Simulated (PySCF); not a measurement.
NICS in rings of unrelated molecules.

Definitions: NICS(0) = −σiso at the ring centroid; NICS(1) = −σiso and NICS(1)zz = −σzz at ±1 Å along the ring normal z. Level: GIAO PBE0/pcSseg-1 (PySCF, non-relativistic, gas phase) on the GFN2-xTB geometries, one conformer each. Atom numbers follow the mapped SMILES.

**Question.** Order these rings by mean NICS(1)zz, lowest (most negative) first (ppm).
A. ring C4–C5–C6–O7–C8–C9 in `[F:1][CH:2]([F:3])[c:4]1[cH:5][cH:6][o+:7][cH:8][cH:9]1` (charge +1)
B. ring C2–C3–C4–O6–C7–C8 in `[CH3:1][c:2]1[cH:3][c:4]([F:5])[o+:6][cH:7][c:8]1[F:9]` (charge +1)
C. ring C4–C5–C6–C7–C8–C9 in `[CH3:1][PH+:2]1[CH2:3][c:4]2[cH:5][cH:6][cH:7][cH:8][c:9]2[CH2:10]1` (charge +1)
D. ring Si3–Si4–Si5–Si6 in `[O:1]=[CH:2][SiH:3]1[SiH2:4][SiH2:5][SiH2:6]1`
E. ring C2–C3–C4–C5–C6–C7 in `[PH-:1][c:2]1[cH:3][cH:4][cH:5][cH:6][cH:7]1` (charge -1)
F. ring P5–C7–C8–C9–C10 in `[OH:1][CH2:2][CH2:3][CH2:4][P@@:5]1(=[S:6])[CH:7]=[CH:8][CH2:9][CH2:10]1`
G. ring C4–C5–C6 in `[CH3:1][CH2:2][PH:3][CH:4]1[CH2:5][CH2:6]1`

**Answer.** C (-27.5), A (-24.5), G (-22.7), B (-19.5), E (-11.6), F (-2.3), D (6.4).

```csv
SMILES,ring,NICS(0),NICS(1),NICS(1)zz,HOMA,rms pucker (Å),ring atoms with four or more neighbours
C[PH+]1Cc2ccccc2C1,6-membered carbocycle; formal bonds all aromatic,-8.5,-11.1,-27.5,1.00,0.00,0
FC(F)c1cc[o+]cc1,6-membered ring with O; formal bonds all aromatic,-6.5,-10.1,-24.5,0.89,0.00,0
CCPC1CC1,3-membered carbocycle; formal bonds all single,-43.9,-8.5,-22.7,–,0.00,3
Cc1cc(F)[o+]cc1F,6-membered ring with O; formal bonds all aromatic,-7.7,-8.9,-19.5,0.79,0.00,0
[PH-]c1ccccc1,6-membered carbocycle; formal bonds all aromatic,-2.1,-5.6,-11.6,0.94,0.00,0
OCCC[P@@]1(=S)C=CCC1,"5-membered ring with P; formal bonds 1 double, 4 single",-2.6,-3.3,-2.3,–,0.11,3
O=C[SiH]1[SiH2][SiH2][SiH2]1,4-membered ring with 4 Si; formal bonds all single,2.9,-0.1,6.4,–,0.07,4
```

NICS(0) gives another order. The isotropic NICS(1) gives another order. Over the 4 rings with a HOMA value its correlation coefficient with NICS(1)zz is -0.20. HOMA uses Krygowski's 1993 parameters; it is left out where a ring has a four-coordinate atom, a triple bond, no multiple bond or a kind of bond without parameters. NICS(1) and NICS(1)zz are means over the two faces.
